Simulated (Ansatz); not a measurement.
Calculated with Ansatz (gas phase, PBE0-D4/def2-TZVP geometries, no zero-point term in ΔE). CCSD(T)/CBS is the MP2 limit (def2-TZVPP, def2-QZVPP) plus CCSD(T) − MP2 in def2-TZVPP, frozen cores. Functionals use def2-TZVPP. B3LYP here is the variant with VWN-RPA as its local correlation; programs differ in this. For Br outer-core shells are correlated without core-valence functions, which leaves a few kJ/mol of doubt a bond. Scalar relativity is left out up to krypton. One conformer a species, not always the lowest.

`C[Si](O)(Cl)Br` + `CCCC(C)C` → `CCCC(C)CC` + `O[SiH](Cl)Br`  (formal exchange of groups at a C–Si bond)

Q: Is it downhill or uphill in electronic energy at CCSD(T)/CBS, and by how much? (Best estimate.)

A: Ansatz gave: Uphill: ΔE = +59.9 kJ/mol.

Q: What do these levels give: PBE-D4, PBE0-D4, ωB97X-V, ωB97M-V, PBE, PBE0, B3LYP, HF/def2-TZVPP, SCS-MP2/def2-TZVPP, HF/def2-QZVPP, SCS-MP2/def2-QZVPP, MP2/CBS(def2)? (Estimate.)

A: Ansatz gave: PBE-D4 61.9, PBE0-D4 62.2, ωB97X-V 60.0, ωB97M-V 63.3, PBE 59.5, PBE0 60.0, B3LYP 58.2, HF/def2-TZVPP 54.8, SCS-MP2/def2-TZVPP 58.2, HF/def2-QZVPP 54.3, SCS-MP2/def2-QZVPP 58.6, MP2/CBS(def2) 62.9 kJ/mol.

Largest T1 diagnostic among the species: 0.009.

In def2-TZVPP, CCSD(T) changes the Hartree–Fock value by +4.3 kJ/mol (the triples alone add +0.6 kJ/mol) and MP2 by +7.3 kJ/mol. The D4 term adds +4.2 kJ/mol with B3LYP and +2.2 kJ/mol with PBE0; it sums over pairs of atoms, weighted by their polarisabilities, and B3LYP, whose exchange is more repulsive, gets the larger term.
